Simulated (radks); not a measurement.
Task: Coherent X-ray form factor from a spherical all-electron density. Calculated with a radial shooting solver on a logarithmic mesh with Libxc functionals: scalar-relativistic Kohn-Sham, r2SCAN, spin-polarised, spherical densities, finite nucleus; meta-GGA in the generalised Kohn-Sham scheme; Fermi nuclear charge, rms radius of each element as measured or else 0.836 A^(1/3) + 0.57 fm.

| sin(theta)/lambda (1/angstrom) | f0 (electrons) |
|---|---|
| 0.05 | 27.381 |
| 0.1 | 25.844 |
| 0.15 | 23.965 |
| 0.2 | 22.084 |
| 0.25 | 20.297 |
| 0.3 | 18.608 |
| 0.4 | 15.538 |
| 0.5 | 12.960 |
| 0.6 | 10.931 |
| 0.8 | 8.319 |
| 1 | 6.948 |
| 1.25 | 5.939 |
| 1.5 | 5.128 |
| 2 | 3.644 |

The species is in the configuration that NIST lists as its ground one. Which atom or ion scatters so?

Result: Neutral nickel, [Ar] 3d8 4s2. Extrapolating in s^2 from the first two rows gives f0(0) = 27.9, near the electron count 28; among species with that count, the fall with angle is slower the higher Z, and the table is that of Z = 28; from so few rows the species is fixed only to a neighbour or two.
